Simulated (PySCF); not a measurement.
C4H6BFO, SMILES O=C1CCCB1F.

Geometry optimised at B3LYP-D3(BJ)/def2-SVP. The structure was generated by enumeration, and PubChem lists no compound with its InChIKey, so it may never have been made. The values are those of a single conformer.

These are PBE/def2-TZVP (PySCF) values and carry that method's errors.

The molecule is in vacuum.

- total energy = -355.71709 hartree
- highest occupied level = -5.22 eV
- lowest empty level = -3.36 eV
- orbital gap = 1.86 eV
- dipole moment = 3.51 D
- quadrupole, principal values (traceless, Buckingham form, about the centre of nuclear charge) = -6.83, 0.20, 6.63 D·Å
- mean static polarisability = 61.1 bohr³ (9.06 Å³)
- polarisability, principal values = 48.0, 64.7, 70.6 bohr³
